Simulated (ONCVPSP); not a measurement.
# Before and after: ONCV potential for Ir (Z = 77)

```json
{
 "Element": "iridium",
 "Generator": "ONCVPSP 4.0.1",
 "Type": "optimised norm-conserving Vanderbilt (ONCV)",
 "Functional": "BLYP",
 "Relativity": "scalar-relativistic",
 "Frozen core": "[Kr] 4d10 4f14",
 "Valence charge": "17",
 "Reference configuration": "5s2 5p6 5d7 6s1.75 (charge +0.25)",
 "Partial waves": "5s+6s: rc 1.70 bohr, ncon 4, nbas 8, qcut 6.1 1/bohr, 2 projectors; 5p: rc 1.70 bohr, ncon 4, nbas 7, qcut 6.6 1/bohr, 2 projectors, debl 0.5 Ha; 5d: rc 1.55 bohr, ncon 3, nbas 6, qcut 5.9 1/bohr, local",
 "Local potential": "the d channel",
 "Core correction": "Teter function fitted to the true core (icmod 2), fcfact 0.25"
}
```

In the p channel the program set the typed energies aside and used -2.077, 0.250 Ha.

Change: all radii but the core radius scaled by about 0.83 (s 1.42, p 1.42, d 1.28 bohr).

Cutoffs: the cutoffs (Ha) at which the residual kinetic energy of the hardest occupied pseudo-wave falls to 1 and 0.1 mHa per electron; they do not see the model core or the augmentation charge, which bear on the density cutoff. Errors are all-electron minus pseudo energies relative to the spin-unpolarised reference configuration.

What does the change do?

The potential gets harder (17 Ha and 37 Ha → 42 Ha and 86 Ha); of the 4 tests that both files solve, the error grows in 0 and shrinks in 3 by more than 15 % and 0.3 meV (median size 3.8 → 2.3 meV); neither file shows a bound ghost. A smaller radius makes the pseudo-wave follow the all-electron one further in, where it bends more sharply, so more plane waves are needed. Less of the atom is replaced, so other configurations are described better.

```csv
quantity,base,changed
"cutoff, loose",17 Ha,42 Ha
"cutoff, tight",37 Ha,86 Ha
loose cutoff by channel,"s 15 Ha, p 13 Ha, d 17 Ha","s 42 Ha, p 34 Ha, d 17 Ha"
bound ghosts,none,none
GHOST(+) flags under 300 eV,none,none
"error for 5s2 5p6 5d7 6s2, meV [ΔE -1.78 eV]",+0.6,+0.6
"error for 5s2 5p6 5d7 6s1, meV [ΔE 8.07 eV]",-4.0,-3.3
"error for 5s2 5p6 5d7 6s0, meV [ΔE 25.61 eV]",-17,-13
"error for 5s2 5p6 5d6 6s2, meV [ΔE 10.25 eV]",-3.6,-1.3
"rms error of d²Exc/dni dnj with the model core, mHa",0.43,0.33
```
